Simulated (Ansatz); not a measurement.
Gas-phase reaction R1 + R2 → P1, each structure at its B3LYP-D3(BJ)/def2-SVP stationary point, reached from a drawn start (curvature not checked).
P1: C3H12GaN (SMILES [CH3][Ga-]([CH3])([CH3])[NH3+]), charge 0, multiplicity 1.
R1, C3H9Ga (SMILES [CH3][Ga]([CH3])[CH3]) (charge 0, multiplicity 1):
| atom | x (Å) | y (Å) | z (Å) |
|---|---|---|---|
| C | -0.8255 | 1.7065 | 0.5966 |
| Ga | -0.0076 | -0.0211 | 0.0469 |
| C | 1.9542 | -0.2924 | 0.2291 |
| C | -1.1368 | -1.4364 | -0.7759 |
| H | -0.8035 | 2.4041 | -0.2602 |
| H | -0.2712 | 2.1846 | 1.4195 |
| H | -1.8794 | 1.5904 | 0.8946 |
| H | 2.4550 | 0.0752 | -0.6848 |
| H | 2.2184 | -1.3558 | 0.3401 |
| H | 2.3729 | 0.2712 | 1.0778 |
| H | -1.1811 | -1.2722 | -1.8678 |
| H | -0.7232 | -2.4443 | -0.6146 |
| H | -2.1722 | -1.4099 | -0.4012 |
R2: NH3 (SMILES N), charge 0, multiplicity 1.

P less R. No zero-point or thermal terms; no spin–orbit coupling.

Correlated levels freeze the cores. In cc and def2 sets filled d and f shells under p-block atoms count as core.

Codes used: Ansatz (an electronic-structure program). Each number belongs to the level named beside it.

Total energies in hartree:

| structure | PBE/def2-TZVPP | PBE0/def2-TZVPP | CCSD(T)/cc-pVTZ |
|---|---|---|---|
| P1 | -2100.706111 | -2100.778625 | -2099.377101 |
| R1 | -2044.169780 | -2044.235522 | -2042.871321 |
| R2 | -56.510747 | -56.515440 | -56.473040 |

Task: Work out the reaction energy at each level in eV (1 hartree = 27.21139 eV), and say how far PBE/def2-TZVPP lies from CCSD(T)/cc-pVTZ.

Result: 
- PBE/def2-TZVPP: (-2100.706111) − (-2044.169780) − (-56.510747) = -0.025584 hartree = -0.696 eV
- PBE0/def2-TZVPP: (-2100.778625) − (-2044.235522) − (-56.515440) = -0.027663 hartree = -0.753 eV
- CCSD(T)/cc-pVTZ: (-2099.377101) − (-2042.871321) − (-56.473040) = -0.032740 hartree = -0.891 eV
PBE/def2-TZVPP less CCSD(T)/cc-pVTZ: 0.195 eV. CCSD(T)/cc-pVTZ is the level counted from, the highest shown, and no exact or measured value.
